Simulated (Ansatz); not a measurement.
The cluster Si₅O₄, 9 atoms. Hardware: 4 threads of Arm Neoverse V1 on a shared host.

Correlated methods freeze 29 core orbitals.

Q: How many basis functions does each of these Ansatz runs have, and roughly what does it cost? PBE0-D4/def2-SVP, charge 0 singlet, energy, from earlier orbitals; BHLYP-D4/def2-TZVP, charge 0 singlet, energy, from earlier orbitals; MP2/def2-TZVP, charge 0 singlet, energy, from earlier orbitals; HF/STO-3G, charge 0 singlet, energy; r2SCANh-D4/def2-TZVP, charge 0 singlet, energy, from earlier orbitals; PBE-D4/def2-SVP, charge 0 singlet, energy, from earlier orbitals; PBE-QIDH/def2-TZVP, charge 0 singlet, energy, from earlier orbitals; PBE0-D4/def2-TZVP, charge 0 singlet, energy, from earlier orbitals; CCSD(T)/def2-SVP, charge 0 singlet, energy, from earlier orbitals; PBE-D4/def2-TZVP, charge 0 singlet, energy and forces, from earlier orbitals; PBE-D4/def2-SVP, charge 0 singlet, relaxation, 8 steps; r2SCAN-D4/def2-TZVP, charge 0 singlet, energy, from earlier orbitals.

A: Other jobs shared the machine, so times can vary by a factor of up to 3. A dash marks memory too small to be measured apart from the calling script's.

```tsv
run	functions	fitting or Cholesky vectors	wall time	peak host memory (GiB)
HF/STO-3G, charge 0 singlet, energy	65	784	0.4 s	–
PBE-D4/def2-SVP, charge 0 singlet, energy, from earlier orbitals	146	1552	2.3 s	–
PBE0-D4/def2-SVP, charge 0 singlet, energy, from earlier orbitals	146	1335	3.4 s	–
PBE-D4/def2-TZVP, charge 0 singlet, energy and forces, from earlier orbitals	309	1864	7 s	0.6
r2SCAN-D4/def2-TZVP, charge 0 singlet, energy, from earlier orbitals	309	1864	13 s	0.65
PBE-D4/def2-SVP, charge 0 singlet, relaxation, 8 steps	146	1552	14 s	–
MP2/def2-TZVP, charge 0 singlet, energy, from earlier orbitals	309	1913	16 s	1.1
PBE0-D4/def2-TZVP, charge 0 singlet, energy, from earlier orbitals	309	1944	17 s	1.4
BHLYP-D4/def2-TZVP, charge 0 singlet, energy, from earlier orbitals	309	2098	17 s	1.5
r2SCANh-D4/def2-TZVP, charge 0 singlet, energy, from earlier orbitals	309	1864	20 s	1.4
PBE-QIDH/def2-TZVP, charge 0 singlet, energy, from earlier orbitals	309	1913	22 s	1.2
CCSD(T)/def2-SVP, charge 0 singlet, energy, from earlier orbitals	146	1335	31 s	0.96
```
